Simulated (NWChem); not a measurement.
System: C₄H₄OS; SMILES S1C=COC1=C

```xyz
10

C     -0.0004    -2.2157     0.0000
C     -0.0965    -0.8703     0.0000
O     -1.3159    -0.2167     0.0000
C     -1.1863     1.1453     0.0000
C      0.0739     1.6275     0.0000
S      1.2507     0.3129     0.0000
H      0.9805    -2.7049     0.0000
H     -0.9136    -2.8246     0.0000
H     -2.1361     1.6928     0.0000
H      0.3858     2.6773     0.0000
```
Atoms are numbered in this order, from 1.

Level: PBE-D3(BJ)/def2-SVP (NWChem), optimised geometry, unscaled harmonic frequencies. 

| frequency (cm⁻¹) | IR intensity (km/mol) |
|---|---|
| 141 | 1.6 |
| 338 | 1.0 |
| 461 | 11.9 |
| 527 | 0.5 |
| 531 | 6.9 |
| 628 | 6.9 |
| 637 | 10.0 |
| 661 | 44.7 |
| 709 | 58.8 |
| 731 | 10.3 |
| 809 | 0.6 |
| 843 | 5.0 |
| 863 | 17.1 |
| 1029 | 15.1 |
| 1100 | 22.9 |
| 1176 | 102.8 |
| 1274 | 6.0 |
| 1333 | 4.2 |
| 1601 | 6.7 |
| 1654 | 258.8 |
| 3121 | 5.3 |
| 3188 | 4.7 |
| 3216 | 3.5 |
| 3230 | 0.0 |

```yaml
zero_point_energy: 42.6 kcal/mol
thermal correction to the enthalpy at 298.15 K (with zero-point energy): 46.6 kcal/mol
heat capacity Cv: 20.6 cal/(mol K)
entropy at 298.15 K and 1 atm (symmetry number 1): 74.8 cal/(mol K)
dipole_moment: 1.61 D
```

Rigid rotor and harmonic oscillator.
